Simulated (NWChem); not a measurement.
System: AlH2SeOCl; SMILES [OH][Al]([Cl])[SeH]

NWChem input:

```
start job
memory heap 200 mb stack 900 mb global 1100 mb
geometry units angstroms
  Al    -0.442556     0.704364    -0.253161
  Cl    -2.292259     0.102592    -0.819625
  O      0.046288     2.269967    -0.299300
  H      0.298953     3.180781    -0.340545
  Se     1.140249    -0.790464     0.510350
  H      2.115559     0.246856     0.717780
end
basis spherical
  * library def2-svp
end
dft
  xc pbe0
  iterations 150
end
driver
  maxiter 120
end
task dft optimize
task dft freq
```

Excerpt of the output:

```
             Northwest Computational Chemistry Package (NWChem) 7.3.0
             --------------------------------------------------------

 C1  symmetry detected

                             Geometry "geometry" -> ""
                             -------------------------

 Output coordinates in angstroms (scale by  1.889725989 to convert to a.u.)

  No.       Tag          Charge          X              Y              Z
 ---- ---------------- ---------- -------------- -------------- --------------
    1 Al                  13.0000     0.40160489     0.66734966     0.00016635
    2 Cl                  17.0000    -0.92392974     2.19946261    -0.00000971
    3 O                    8.0000     2.02774142     0.88618735    -0.00013489
    4 H                    1.0000     2.96033500     1.04550378    -0.00335523
    5 Se                  34.0000    -0.28710043    -1.53456231    -0.00016844
    6 H                    1.0000     1.06509048    -2.02629383     0.00816378

 Effective nuclear repulsion energy (a.u.)     370.7743667072

                                Z-matrix (autoz)
                                --------

 Units are Angstrom for bonds and degrees for angles

      Type          Name      I     J     K     L     M      Value
      ----------- --------  ----- ----- ----- ----- ----- ----------
    1 Stretch                  1     2                       2.02593
    2 Stretch                  1     3                       1.64080
    3 Stretch                  1     5                       2.30710
    4 Stretch                  3     4                       0.94611
    5 Stretch                  5     6                       1.43885
    6 Bend                     1     5     6                92.61554
    7 Bend                     2     1     3               123.20076
    8 Bend                     2     1     5               121.76626
    9 Bend                     3     1     5               115.03297
   10 Bend                     4     1     2               122.45838
   11 Bend                     4     1     5               115.77527
   12 Torsion                  1     2     3     4         179.66810
   13 Torsion                  2     1     5     6        -179.67848
   14 Torsion                  3     1     5     6           0.34801
   15 Torsion                  1     5     3     4        -179.68961

                           NWChem Geometry Optimization
                           ----------------------------

[...]

      ----------------------
      Optimization converged
      ----------------------

  Step       Energy      Delta E   Gmax     Grms     Xrms     Xmax
  ---- ---------------- -------- -------- -------- -------- --------
@   12   -3179.58063502 -1.3D-07  0.00010  0.00004  0.00063  0.00149
                                     ok       ok       ok       ok

                                Z-matrix (autoz)
                                --------

 Units are Angstrom for bonds and degrees for angles

[...]

 Rotational Constants
 --------------------
 A=   0.137906 cm-1  (  0.198412 K)
 B=   0.043534 cm-1  (  0.062635 K)
 C=   0.033089 cm-1  (  0.047606 K)

 Temperature                      =   298.15K
 frequency scaling parameter      =   1.0000

 Zero-Point correction to Energy  =   14.952 kcal/mol  (  0.023828 au)
 Thermal correction to Energy     =   19.054 kcal/mol  (  0.030365 au)
 Thermal correction to Enthalpy   =   19.646 kcal/mol  (  0.031308 au)

 Total Entropy                    =   83.183 cal/mol-K
   - Translational                =   41.080 cal/mol-K (mol. weight = 158.8792)
   - Rotational                   =   28.474 cal/mol-K (symmetry #  =        1)
   - Vibrational                  =   13.629 cal/mol-K

 Cv (constant volume heat capacity) =   20.358 cal/mol-K
   - Translational                  =    2.979 cal/mol-K
   - Rotational                     =    2.979 cal/mol-K
   - Vibrational                    =   14.399 cal/mol-K

[normal modes left out]

 ----------------------------------------------------------------------------
 Normal Eigenvalue ||           Projected Infra Red Intensities
  Mode   [cm**-1]  || [atomic units] [(debye/angs)**2] [(KM/mol)] [arbitrary]
 ------ ---------- || -------------- ----------------- ---------- -----------
    1       -0.000 ||    0.000070           0.002         0.068       0.015
    2       -0.000 ||    0.000099           0.002         0.096       0.021
    3       -0.000 ||    0.000797           0.018         0.777       0.169
    4       -0.000 ||    0.000071           0.002         0.070       0.015
    5        0.000 ||    0.000025           0.001         0.025       0.005
    6        0.000 ||    0.000157           0.004         0.153       0.033
    7      110.393 ||    0.003067           0.071         2.989       0.652
    8      177.713 ||    0.015417           0.356        15.029       3.279
    9      210.076 ||    0.004834           0.112         4.712       1.028
   10      233.030 ||    0.032853           0.758        32.027       6.987
   11      321.401 ||    0.144006           3.322       140.384      30.625
   12      349.682 ||    0.019301           0.445        18.816       4.105
   13      526.309 ||    0.080321           1.853        78.301      17.082
   14      573.645 ||    0.088900           2.051        86.664      18.906
   15      616.266 ||    0.208039           4.800       202.807      44.243
   16      906.560 ||    0.104887           2.420       102.249      22.306
   17     2454.724 ||    0.002764           0.064         2.694       0.588
   18     3984.270 ||    0.140782           3.248       137.241      29.940
 ----------------------------------------------------------------------------
```

Level: PBE0/def2-SVP. This build's default masses of Se (78.918 u) and Br (79.917 u) are each other's, which moves their modes by up to 0.6 %.
